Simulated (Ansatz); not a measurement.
C2H9NOSi (SMILES CO[SiH](C)N), singlet, at a GFN2-xTB geometry, with bond 10-3 at 1.8 times its length; SC-NEVPT2/6-31G, CASSCF(6,6) (Ansatz, an electronic-structure program).

The Ansatz input:
Ansatz 0.2 input:
```yaml
crystal:
  periodic: [false, false, false]
  atoms:
    - {symbol: Si, position_ang: [0.31255582, 0.12729685, -0.46340080]}
    - {symbol: C, position_ang: [1.88755352, -0.91500530, -0.30927466]}
    - {symbol: N, position_ang: [0.35920156, 1.73308495, 0.18736840]}
    - {symbol: O, position_ang: [-0.76695069, -0.74742847, 0.38025496]}
    - {symbol: C, position_ang: [-2.10487855, -0.43067586, 0.61610200]}
    - {symbol: H, position_ang: [-0.08471789, 0.34113690, -1.85932026]}
    - {symbol: H, position_ang: [1.77587828, -1.88366881, -0.78373117]}
    - {symbol: H, position_ang: [2.16031535, -1.08848295, 0.72750906]}
    - {symbol: H, position_ang: [2.71857206, -0.40846477, -0.78996289]}
    - {symbol: H, position_ang: [1.46826141, 2.94638841, -0.57448216]}
    - {symbol: H, position_ang: [0.39148890, 1.83575827, 1.19047124]}
    - {symbol: H, position_ang: [-2.69651060, -0.57441185, -0.29139232]}
    - {symbol: H, position_ang: [-2.47807132, -1.09586260, 1.39635487]}
    - {symbol: H, position_ang: [-2.21293721, 0.60661743, 0.93898201]}
basis:
  gaussian:
    orbitals: 6-31G
magnetization: {spin_polarized: false}
correlation: {method: sc_nevpt2, electrons: all, active_space: {window: {electrons: 6, orbitals: 6}}}
```

**Question.** Write the output that Ansatz gives for this input, abridged.

**Answer.** 
```
Functional definition: HF
889 factors; integrals over basis functions are off by at most 2.6e-4 eV
mean field evaluation 1: about -13572.4118 eV, gradient 4.3e1 eV
mean field evaluation 2: about -13572.4152 eV, gradient 4.3e1 eV
mean field evaluation 4: about -13577.2492 eV, gradient 3.7e0 eV
mean field evaluation 8: about -13577.3267 eV, gradient 2.2e-1 eV
mean field -13577.32696789 eV, -498.9575630274 hartree, gradient 4.0e-6 eV, S^2 0.000000; 0 other end points of the search recorded, 0 dependent functions left out; unrestricted orbitals would lower it
reference -13577.32696789 eV, -498.9575630274 hartree; 25, 25 occupied and 42, 42 virtual orbitals, 889 factors
state -13580.22935410 eV, -499.0642237531 hartree
state -13580.22935410 eV, -499.0642237531 hartree; corrected -13591.05916217 eV, -499.4622118589 hartree
state -13579.99120677 eV, -499.0554720001 hartree
state -13579.99120677 eV, -499.0554720001 hartree; corrected -13591.14613835 eV, -499.4654081747 hartree
state -13579.99120677 eV, -499.0554720001 hartree; corrected -13591.14613835 eV, -499.4654081747 hartree
WARN: the results are in doubt because another end's mean lies 0.238 eV lower, and its corrected mean 0.087 eV higher
Total energy: -13591.14613835 eV, -499.4654081747 hartree
In doubt: another end's mean lies 0.238 eV lower, and its corrected mean 0.087 eV higher
```
